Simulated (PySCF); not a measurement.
Species: C₆H₅F₃O.
Numbering: `[CH2:1]=[CH:2][C:3](=[CH2:4])[C:5](=[O:6])[C:7]([F:8])([F:9])[F:10]` (hydrogens: H11, H12 on C1; H13 on C2; H14, H15 on C4)

The same species was optimised twice, with GFN2-xTB and with PBE0-D3(BJ)/def2-SVP (PySCF), and the same property calculations (PySCF, gas phase) were run on both structures.

```json
{"coordinate": "C3–C5 (Å)", "GFN2-xTB": "1.473", "PBE0-D3(BJ)/def2-SVP": "1.489", "change": "+0.016"}
{"coordinate": "C7–F9 (Å)", "GFN2-xTB": "1.330", "PBE0-D3(BJ)/def2-SVP": "1.318", "change": "-0.012"}
{"coordinate": "C1=C2 (Å)", "GFN2-xTB": "1.327", "PBE0-D3(BJ)/def2-SVP": "1.339", "change": "+0.012"}
{"coordinate": "C5–C7 (Å)", "GFN2-xTB": "1.567", "PBE0-D3(BJ)/def2-SVP": "1.556", "change": "-0.011"}
{"coordinate": "C7–F8 (Å)", "GFN2-xTB": "1.344", "PBE0-D3(BJ)/def2-SVP": "1.336", "change": "-0.008"}
{"coordinate": "C7–F10 (Å)", "GFN2-xTB": "1.344", "PBE0-D3(BJ)/def2-SVP": "1.337", "change": "-0.007"}
{"coordinate": "C3=C4 (Å)", "GFN2-xTB": "1.345", "PBE0-D3(BJ)/def2-SVP": "1.350", "change": "+0.005"}
{"coordinate": "C2–C3 (Å)", "GFN2-xTB": "1.464", "PBE0-D3(BJ)/def2-SVP": "1.469", "change": "+0.005"}
{"coordinate": "C5=O6 (Å)", "GFN2-xTB": "1.201", "PBE0-D3(BJ)/def2-SVP": "1.203", "change": "+0.002"}
{"coordinate": "C3–C5–O6 (°)", "GFN2-xTB": "127.2", "PBE0-D3(BJ)/def2-SVP": "124.5", "change": "-2.7"}
{"coordinate": "C3–C5–C7 (°)", "GFN2-xTB": "116.3", "PBE0-D3(BJ)/def2-SVP": "118.8", "change": "+2.5"}
{"coordinate": "C5–C7–F10 (°)", "GFN2-xTB": "112.6", "PBE0-D3(BJ)/def2-SVP": "111.1", "change": "-1.5"}
{"coordinate": "C5–C7–F8 (°)", "GFN2-xTB": "112.6", "PBE0-D3(BJ)/def2-SVP": "111.2", "change": "-1.4"}
{"coordinate": "F9–C7–F10 (°)", "GFN2-xTB": "107.0", "PBE0-D3(BJ)/def2-SVP": "108.3", "change": "+1.3"}
{"coordinate": "F8–C7–F9 (°)", "GFN2-xTB": "107.0", "PBE0-D3(BJ)/def2-SVP": "108.3", "change": "+1.3"}
{"coordinate": "C1–C2–C3 (°)", "GFN2-xTB": "127.8", "PBE0-D3(BJ)/def2-SVP": "128.9", "change": "+1.1"}
{"coordinate": "F8–C7–F10 (°)", "GFN2-xTB": "107.0", "PBE0-D3(BJ)/def2-SVP": "107.8", "change": "+0.8"}
{"coordinate": "C1–C2–C3–C4 (°)", "GFN2-xTB": "180", "PBE0-D3(BJ)/def2-SVP": "180", "change": "0"}
{"coordinate": "C2–C3–C5–O6 (°)", "GFN2-xTB": "0", "PBE0-D3(BJ)/def2-SVP": "3", "change": "+3"}
{"coordinate": "C3–C5–C7–F8 (°)", "GFN2-xTB": "60", "PBE0-D3(BJ)/def2-SVP": "58", "change": "-2"}
```

Rotational constants: A = 2417, B = 971.1, C = 788.5 MHz (GFN2-xTB) against A = 2415, B = 963.8, C = 783.8 MHz (PBE0-D3(BJ)/def2-SVP).

On the GFN2-xTB structure: HOMO (eV) -7.60 [PBE0/pcSseg-1]; LUMO (eV) -2.66 [PBE0/pcSseg-1]; dipole (D) 3.23 [PBE0/pcSseg-1]; GIAO shielding of C1 (ppm) 54.0 [PBE0/pcSseg-1]; GIAO shielding of C2 (ppm) 46.6 [PBE0/pcSseg-1]; GIAO shielding of C3 (ppm) 46.1 [PBE0/pcSseg-1]; GIAO shielding of C4 (ppm) 37.2 [PBE0/pcSseg-1]; GIAO shielding of C5 (ppm) -0.4 [PBE0/pcSseg-1]; GIAO shielding of O6 (ppm) -319.8 [PBE0/pcSseg-1]; GIAO shielding of C7 (ppm) 61.2 [PBE0/pcSseg-1]; GIAO shielding of F8/F9/F10 (mean) (ppm) 253.1 [PBE0/pcSseg-1].

Problem. What do these properties become on the PBE0-D3(BJ)/def2-SVP structure?

Solution. 
| property | level | on GFN2-xTB | on PBE0-D3(BJ)/def2-SVP | change |
| --- | --- | --- | --- | --- |
| HOMO (eV) | PBE0/pcSseg-1 | -7.60 | -7.51 | +0.09 |
| LUMO (eV) | PBE0/pcSseg-1 | -2.66 | -2.56 | +0.10 |
| dipole (D) | PBE0/pcSseg-1 | 3.23 | 3.01 | -0.22 |
| energy, GFN2-xTB geometry as zero (kcal/mol) | PBE0/pcSseg-1 | 0.0 | -0.8 | -0.8 |
| GIAO shielding of C1 (ppm) | PBE0/pcSseg-1 | 54.0 | 51.0 | -3.0 |
| GIAO shielding of C2 (ppm) | PBE0/pcSseg-1 | 46.6 | 43.8 | -2.8 |
| GIAO shielding of C3 (ppm) | PBE0/pcSseg-1 | 46.1 | 43.2 | -2.9 |
| GIAO shielding of C4 (ppm) | PBE0/pcSseg-1 | 37.2 | 36.7 | -0.5 |
| GIAO shielding of C5 (ppm) | PBE0/pcSseg-1 | -0.4 | -3.2 | -2.8 |
| GIAO shielding of O6 (ppm) | PBE0/pcSseg-1 | -319.8 | -328.4 | -8.6 |
| GIAO shielding of C7 (ppm) | PBE0/pcSseg-1 | 61.2 | 63.8 | +2.6 |
| GIAO shielding of F8/F9/F10 (mean) (ppm) | PBE0/pcSseg-1 | 253.1 | 260.2 | +7.1 |

The heavy atoms differ by 0.038 Å rms after alignment. Among bonds between heavy atoms C3–C5 changes most (+0.016 Å). Changes are differences of the printed values. Neither structure is proved a minimum here.

The values belong to the conformer `[CH2:1]=[CH:2][C:3](=[CH2:4])[C:5](=[O:6])[C:7]([F:8])([F:9])[F:10]`: C1–C2–C3–C4 180°, C2–C3–C5–O6 3°, C3–C5–C7–F8 58°.
